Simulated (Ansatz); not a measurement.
```yaml
crystal:
  periodic: [false, false, false]
  atoms:
    - {symbol: S, position_ang: [-2.806806, 1.079469, 1.193645]}
    - {symbol: C, position_ang: [0.440375, 1.876533, 0.064568]}
    - {symbol: Ga, position_ang: [0.645684, -2.036832, -0.024647]}
    - {symbol: H, position_ang: [-3.464932, 0.707091, -1.517340]}
    - {symbol: H, position_ang: [1.446249, 2.451050, 1.931293]}
    - {symbol: H, position_ang: [1.038897, 2.987080, -1.305325]}
    - {symbol: H, position_ang: [0.124974, -3.215303, -2.477327]}
    - {symbol: H, position_ang: [1.553447, -3.445732, 2.381618]}
basis:
  gaussian: {orbitals: ANO-RCC-VTZP}
hamiltonian: {xc: {name: wPBEh}}
output: {forces: true}
```

```sh
$ ansatz run in.yaml --threads 2 --pin off --events-out ev --progress --plain --max-ram 4352MiB
```

It prints (some lines left out):

```
Functional definition: wPBEh
1410 factors; their error is unknown
104 factors; integrals over basis functions are off by at most 1.1e-5 eV
mean field evaluation 1: about -64836.4646 eV, gradient 4.1e1 eV
mean field evaluation 2: about -64732.2770 eV, gradient 9.9e1 eV
mean field evaluation 4: about -64830.0654 eV, gradient 4.1e1 eV
mean field evaluation 8: about -64845.2973 eV, gradient 2.5e-1 eV
mean field evaluation 16: about -64845.6385 eV, gradient 1.3e-3 eV
mean field -64845.63850220 eV, -2383.0332610034 hartree, gradient 3.4e-6 eV, S^2 0.000000; 6 other end points of the search recorded, 0 dependent functions left out
reference -64845.63860867 eV, -2383.0332649160 hartree; 29, 29 occupied and 148, 148 virtual orbitals, 1410 factors
Total energy: -64845.63860867 eV, -2383.0332649160 hartree
Relativity: scalar
Atom 0 at    -2.806806     1.079469     1.193645 Å, force     0.017585    -0.196905    -2.167465 eV/Å
Atom 1 at     0.440375     1.876533     0.064568 Å, force     1.962036     2.084527    -0.205927 eV/Å
Atom 2 at     0.645684    -2.036832    -0.024647 Å, force    -0.030504    -0.770014    -0.184335 eV/Å
Atom 3 at    -3.464932     0.707091    -1.517340 Å, force     0.477935     0.262364     1.966057 eV/Å
Atom 4 at     1.446249     2.451050     1.931293 Å, force    -1.203652    -0.519387    -2.504639 eV/Å
Atom 5 at     1.038897     2.987080    -1.305325 Å, force    -1.123001    -1.947297     2.875858 eV/Å
Atom 6 at     0.124974    -3.215303    -2.477327 Å, force     0.216155     0.550525     1.046165 eV/Å
Atom 7 at     1.553447    -3.445732     2.381618 Å, force    -0.316553     0.536189    -0.825714 eV/Å
Dipole moment:     0.691314    -0.461275    -0.294815 e Å
```

(1) What is wrong with this run?

## Answers

(1) The coordinates are in bohr but typed as ångström. The calculation finished and met its thresholds. The result belongs to that input, not to the molecule as meant.
